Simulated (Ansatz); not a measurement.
```xyz
6

F     1.7706   -0.5079   -0.2012
Si    0.3798    0.2429   -0.4458
Te   -1.0139    0.3435    1.5964
H     0.6761    1.6440   -0.8212
H    -0.3247   -0.4910   -1.5195
H    -1.4879   -1.2314    1.3913
```

Total charge 0; spin multiplicity 1. Te takes the def2 core potential.

**Question.** List the r2SCAN/def2-TZVPP orbital energies in eV (the Gaussian-basis code of Ansatz). (Estimate.)

**Answer.** Ansatz gave: Occupied: -1792.57, -666.26, -168.99, -142.87, -118.16, -118.05, -117.88, -97.77, -97.74, -97.68, -42.02, -41.97, -41.81, -41.73, -41.71, -31.37, -16.94, -14.06, -11.55, -11.34, -11.05, -9.61, -8.75, -7.79, -6.12. Lowest empty: -1.40, -0.58, -0.45, 0.87, 1.39, 3.56, 3.73, 3.82.
